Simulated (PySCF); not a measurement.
Compound: C₃H₁₁N₂PSi.
SMILES: `CN1CCN[Si@@H]1P`

The closed-shell SCF was solved with PySCF and density fitting under several settings on one GFN2-xTB geometry (grid level 2 and gas phase unless stated).

```tsv
settings	basis functions	SCF cycles	E (Eh)	HOMO (eV)	LUMO (eV)	dipole (D)
PBE0/cc-pVDZ, fitting basis def2-universal-jkfit	161	10	-860.7958	-5.96	0.72	1.23
PBE0/def2-SVP	161	12	-860.4288	-6.02	0.70	1.23
```

Question: Estimate the row for these settings: PBE0/pcSseg-1, grid level 1.

Answer: 
```csv
settings,basis functions,SCF cycles,E (Eh),HOMO (eV),LUMO (eV),dipole (D)
"PBE0/pcSseg-1, grid level 1",188,10,-860.7401,-6.12,0.50,1.37
```

Question: Over all rows, what range does the HOMO–LUMO gap span?

Answer: From 6.62 eV (PBE0/pcSseg-1, grid level 1) to 6.72 eV (PBE0/def2-SVP).

Question: And the dipole moment?

Answer: From 1.23 D to 1.37 D; the largest is 1.11 times the smallest, and the median is 1.23 D.

Question: Compare two rows with the functional PBE0: PBE0/def2-SVP and PBE0/cc-pVDZ, fitting basis def2-universal-jkfit. Which energy is lower, and by how much?

Answer: PBE0/cc-pVDZ, fitting basis def2-universal-jkfit (161 functions) lies 0.3670 Eh or 230 kcal/mol below PBE0/def2-SVP (161 functions).

Cycle counts include a coarse-grid stage where the run had one.

One conformer stands for the species.
